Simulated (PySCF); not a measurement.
Al: excitation energy

Al [Ne] 3s2 3p1 (2P) → Al [Ne] 3s1 3p2 (4P), as a difference of total energies. All numbers are calculated (PySCF 2.14, no relativity, point nucleus, in def2-TZVPPD (6s5p4d1f, 48 functions)). Correlated levels: valence: [Ne] frozen. The calculations carry no spin-orbit coupling.

Q: Order these methods by the excitation energy they give, lowest first.
A. MP2 (valence)
B. CCSD (valence)
C. CCSDT (valence)
D. UHF

A: D (19426 cm⁻¹), A (25282 cm⁻¹), B (27459 cm⁻¹), C (27773 cm⁻¹).

Errors of the correlated levels include the incompleteness of this basis and the frozen core.

For comparison: 29022 cm⁻¹ (measured; NIST levels, between the centres of gravity of the two terms).
